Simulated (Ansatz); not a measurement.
Reactions of `CO[CH2][AlH][OH]`.

Gas-phase electronic energies from Ansatz, PBE0-D4/def2-TZVP geometries. CBS: MP2 limit from def2 TZ/QZ plus the TZ coupled-cluster correction, frozen cores. This one scheme is used for every species. DFT in def2-TZVPP. Each species was taken in one conformer, which may not be the lowest.

| reaction | CCSD(T)/CBS(def2) (kJ/mol) |
| --- | --- |
| `CO[CH2][AlH][OH]` + `C=CS` → `C=[C](S)[AlH][OH]` + `COC` | -42 |
| `CO[CH2][AlH][OH]` + H–F → `CO[CH2][AlH][F]` + H₂O | -50 |
| `CO[CH2][AlH][OH]` → `C[O][Al]([CH3])[OH]` | -246 |
| `CO[CH2][AlH][OH]` + H–F → `[OH][AlH][CH2]F` + CH₃OH | ? |
| `CO[CH2][AlH][OH]` + SiH₄ → `CO[CH2][AlH][SiH3]` + H₂O | 136 |

Fill in the missing values. (Best estimate.)

The calculation gave: `CO[CH2][AlH][OH]` + H–F → `[OH][AlH][CH2]F` + CH₃OH: +17.5 kJ/mol.

Largest T1 diagnostic: 0.013, for `C=[C](S)[AlH][OH]`.
